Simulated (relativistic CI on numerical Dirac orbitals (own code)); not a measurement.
## Cu³⁺ in a cubic cluster: 3s photoemission with charge transfer

Computed with a charge-transfer multiplet model of a cubic metal-ligand cluster with up to 2 ligand holes, Slater and spin-orbit integrals from Dirac-Coulomb-Breit ions, Slater integrals scaled by 0.9. The ground state mixes d8 with configurations of k ligand holes L, whose averages lie at kΔ + k(k − 1)U_dd/2; a core hole lowers each added d electron by U_cd. 300 K, Lorentzian 1.4 eV and Gaussian 0.8 eV FWHM.

Atomic integrals in eV (Slater integrals scaled, ζ unscaled), ground: F2dd 12.450, F4dd 7.768, zeta_d 0.110; with the core hole: F2dd 13.356, F4dd 8.376, zeta_d 0.122, G2cd 13.153.

Cluster parameters (eV): U_dd = 8.4, U_cd = 10.2, 10Dq = 0.5, 10Dq(ligand) = 0.1, V(eg) = 1.6, V(t2g) = -0.72, final-state hopping factor = 0.8.

```
      Case   n_d    d8   d9L  d10L2     S
Δ = 0.4 eV  8.33  0.68  0.31   0.01  1.00
Δ = 1.4 eV  8.24  0.76  0.23   0.01  1.00
Δ = 3.4 eV  8.13  0.87  0.13   0.00  1.00
Δ = 5.4 eV  8.08  0.92  0.08   0.00  1.00
Δ = 6.4 eV  8.07  0.94  0.06   0.00  1.00
```

Weights, n_d and S are thermal averages at 300 K. Binding energies count from the first peak over 30 % of the highest in each spectrum, which can be another peak from case to case. The parameters are a model scan and need not match a compound or its usual spin state. Peaks in eV (height, largest 100):
- Δ = 0.4 eV: 0.0 (92), 3.4 (51), 8.8 (100), 16.6 (55)
- Δ = 1.4 eV: 0.0 (73), 3.8 (34), 7.6 (100), 15.4 (51)
- Δ = 3.4 eV: 0.0 (97), 4.8 (100), 5.8 (91), 13.2 (75)
- Δ = 5.4 eV: 0.0 (100), 4.0 (98), 7.9 (25), 11.6 (60)
- Δ = 6.4 eV: 0.0 (100), 3.6 (68), 8.8 (25), 11.1 (45)

Curve for Δ = 3.4 eV (points under 2 left out, the grid thinned):

(E (eV), Intensity): (-3.2, 6.9), (-2.8, 8.7), (-2.3, 12.3), (-1.8, 18.9), (-1.4, 28.7), (-1.0, 46.3), (-0.5, 79.3), (0.0, 97.0), (0.4, 83.4), (0.8, 61.0), (1.3, 40.1), (1.8, 28.3), (2.2, 24.2), (2.6, 24.2), (3.1, 30.1), (3.6, 45.6), (4.0, 66.9), (4.4, 90.2), (4.9, 99.5), (5.4, 92.3), (5.8, 91.5), (6.2, 88.0), (6.7, 72.6), (7.2, 54.3), (7.6, 39.4), (8.0, 27.0), (8.5, 17.6), (9.0, 13.0), (9.4, 11.2), (9.8, 10.3), (10.3, 10.3), (10.8, 11.6), (11.2, 13.9), (11.6, 18.3), (12.1, 29.9), (12.6, 52.1), (13.0, 70.8), (13.4, 72.6), (13.9, 49.9), (14.4, 27.5), (14.8, 17.4), (15.2, 11.8), (15.7, 8.0), (16.2, 5.8), (16.6, 4.7)

For the case Δ = 3.4 eV, Δ = 3.4 eV is smaller than U_dd = 8.4 eV, the charge-transfer side of the Zaanen-Sawatzky-Allen scheme. With the core hole the configuration with one ligand hole lies at Δ − U_cd = -9.8, -8.8, -6.8, -4.8, -3.8 eV from the one without, in the order of the table; where this is negative the screened configuration lies lower.

Without intra-shell correlation the exchange splitting of the 3s hole comes out too large.
